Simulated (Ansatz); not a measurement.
`C[SiH](O)S` + H–F → `C[SiH](F)S` + H₂O at 700 K and 1 bar (ligand exchange at the Si–O bond).

Gas-phase electronic energies from Ansatz, PBE0-D4/def2-TZVP geometries. CCSD(T)/CBS adds triple-zeta CCSD(T) − MP2 to the extrapolated MP2 energy (def2 sets, frozen cores). This one scheme is used for every species. One conformer a species, not always the lowest.

```csv
species,CCSD(T)/CBS energy (Eh),H − E (kJ/mol),S (J/(mol·K))
`C[SiH](O)S`,-803.78841,259.3,450.9
H–F,-100.39570,45.2,198.5
`C[SiH](F)S`,-827.81979,222.8,433.8
H₂O,-76.37941,80.5,218.4
```

H − E and S are ideal-gas, rigid-rotor, harmonic terms from PBE0-D4/def2-TZVP, for one conformer and one mirror image of each species. 1 Eh = 2625.50 kJ/mol, R = 8.31446 J/(mol·K).

Q: By hand: ΔE, ΔH, ΔS and ΔG.

A: ΔE = (-827.81979) + (-76.37941) − (-803.78841) − (-100.39570) = -0.01509 Eh = -39.6 kJ/mol. Δ(H − E) = 222.8 + 80.5 − 259.3 − 45.2 = -1.2, so ΔH = -40.8 kJ/mol. ΔS = 433.8 + 218.4 − 450.9 − 198.5 = 2.8 J/(mol·K). ΔG = -40.8 − 700 × (2.8)/1000 = -42.8 kJ/mol.

Q: By hand: the equilibrium constant, and the temperature at which ΔG would vanish if ΔH and ΔS stayed fixed.

A: log₁₀ K = −ΔG/(RT ln 10) = 3.2. ΔH and −TΔS have one sign here, so there is no such temperature. One of them is within its doubt of zero, so this could turn.

The number of gas molecules stays the same, so ΔS is small and ΔH decides. A doubt of 5 kJ/mol in ΔE shifts log₁₀ K by 0.4 here. Other conformers and mirror images would add mixing entropy, several J/(mol·K) or more a flexible species. These are equilibria of isolated gas molecules and say nothing of rates. Largest T1 diagnostic: 0.011 (customary marks: 0.02 for closed shells, 0.045 for open ones).
